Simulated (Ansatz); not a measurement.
Born–Oppenheimer molecular dynamics of CH₇BO₂Si (12 atoms, charge 0, multiplicity 1). It starts from a relaxed structure.

Theory: RKS r2SCAN/6-31G in Ansatz 0.2.0.

```json
{
  "ensemble": "NVT, Langevin thermostat",
  "time step": "0.5 fs",
  "steps asked": "250",
  "set temperature": "300 K",
  "friction": "0.01 /fs",
  "seed": "36266"
}
```

First frame:

```xyz
12
Properties=species:S:1:pos:R:3
B -0.604 1.106 1.967
Si -0.476 0.624 0.008
O 0.269 1.858 -0.958
O 0.453 -0.839 0.104
C 0.555 -1.796 -0.987
H 0.367 1.494 2.548
H -1.624 0.997 2.582
H -1.729 0.357 -0.781
H 1.101 2.281 -0.685
H -0.421 -1.968 -1.463
H 0.920 -2.732 -0.559
H 1.265 -1.438 -1.743
```

How far do the bonds stretch over the last three quarters of this one trajectory? (Pairs bonded in most of those frames.)


| bond | mean (Å) | spread (Å) | shortest | longest |
| --- | --- | --- | --- | --- |
| B1–Si2 | 2.030 | 0.044 | 1.96 | 2.13 |
| B1–H6 | 1.199 | 0.014 | 1.17 | 1.23 |
| B1–H7 | 1.199 | 0.025 | 1.15 | 1.25 |
| Si2–O3 | 1.748 | 0.026 | 1.70 | 1.78 |
| Si2–O4 | 1.739 | 0.046 | 1.65 | 1.81 |
| Si2–H8 | 1.514 | 0.039 | 1.45 | 1.60 |
| O3–H9 | 0.974 | 0.009 | 0.96 | 0.99 |
| O4–C5 | 1.453 | 0.024 | 1.41 | 1.51 |
| C5–H10 | 1.101 | 0.016 | 1.07 | 1.13 |
| C5–H11 | 1.096 | 0.012 | 1.07 | 1.12 |
| C5–H12 | 1.097 | 0.015 | 1.07 | 1.13 |

Mean temperature of the second half: 275 K. A run of 0.12 ps of so small a system gives no equilibrium averages. Limits of this set-up: no polarisation functions.

Run time: 13 min on 2 threads of Arm Neoverse N1 (shared host), peak memory 0.12 GiB.
